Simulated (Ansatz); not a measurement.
CH6BFOSi (`OBC(F)[SiH3]`), relaxed with RKS PBE0-D4/def2-TZVP in the Gaussian-basis code of Ansatz from a PBE-D4/def2-SVP geometry. The force threshold is 0.005 eV/Å; the program also tests the step.

Charge 0, multiplicity 1.

Start:

```xyz
11

O    -1.711    1.165   -0.167
B    -1.090    0.312    0.695
C     0.480    0.256    0.675
F     0.996   -0.477    1.764
Si    1.082   -0.625   -0.929
H    -2.681    1.100   -0.118
H    -1.729   -0.424    1.432
H     0.932    1.277    0.675
H     0.731    0.207   -2.132
H     2.570   -0.821   -0.853
H     0.421   -1.971   -1.041
```

| step | energy (eV) | largest force (eV/Å) | largest move (Å) |
| --- | --- | --- | --- |
| 1 | -14446.0745 | 0.616 | 0.000 |
| 2 | -14446.1069 | 0.187 | 0.025 |
| 3 | -14446.1090 | 0.168 | 0.025 |
| 4 | -14446.1111 | 0.042 | 0.015 |
| 5 | -14446.1111 | 0.059 | 0.018 |
| 6 | -14446.1115 | 0.030 | 0.006 |
| 7 | -14446.1119 | 0.021 | 0.031 |
| 8 | -14446.1121 | 0.009 | 0.022 |
| 9 | -14446.1121 | 0.016 | 0.006 |
| 10 | -14446.1121 | 0.003 | 0.004 |

End:

```xyz
11

O    -1.703    1.102   -0.201
B    -1.092    0.309    0.710
C     0.468    0.224    0.659
F     0.988   -0.482    1.755
Si    1.084   -0.624   -0.932
H    -2.660    1.094   -0.137
H    -1.723   -0.330    1.507
H     0.909    1.230    0.668
H     0.735    0.231   -2.095
H     2.556   -0.800   -0.850
H     0.437   -1.954   -1.083
```

It took 29 s on 4 threads of an Arm Neoverse V2 on a shared host, with 0.46 GiB of host memory at the peak.
